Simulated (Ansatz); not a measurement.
GeH4SeSi2: where a starting geometry ends

The starting geometry of this gas-phase singlet was optimised with r2SCAN-D4.

```xyz
8

Ge    0.0442   -0.9079   -0.9852
Se    1.4931    0.9163   -0.1510
Si   -1.7037    0.7699   -1.3909
Si   -0.5995    1.2775    0.5314
H    -3.1584    0.4288   -1.3943
H    -1.3180    1.6632   -2.5168
H    -1.0068    0.7354    1.8672
H    -0.4849   -1.4367    0.4119
```

Problem. Predict what it relaxes into with PBE0-D3(BJ)/def2-SVP.

Solution. A new bond forms, giving a structure with H8 bridging Ge1 and Si4, given below by its coordinates. Distances that change by over a tenth: Ge1–H8 (1.58 → 1.82 Å). Contacts that close: Si4–H8 (2.72 → 1.71 Å).

The energy falls by 0.11 eV over 18 steps:

| step | E − E(last) (eV) |
| --- | --- |
| 1 | 0.114 |
| 3 | 0.112 |
| 5 | 0.110 |
| 7 | 0.108 |
| 9 | 0.101 |
| 10 | 0.084 |
| 12 | 0.016 |
| 14 | 0.000 |
| 16 | 0.000 |
| 18 | 0.000 |

Final geometry (Å):

```xyz
8

Ge    0.1197   -1.0551   -1.1200
Se    1.4400    0.9199   -0.2707
Si   -1.6836    0.6905   -1.4607
Si   -0.6357    0.7749    0.5583
H    -3.1328    0.3280   -1.5590
H    -1.3131    1.8380   -2.3349
H    -0.9004    0.8812    2.0223
H    -0.6280   -0.9309    0.5372
```

Frequencies at the end are all real (lowest 139 cm⁻¹). Run with Ansatz 0.2.0, 56 s on 2 threads of Arm Neoverse V2, on a shared host.
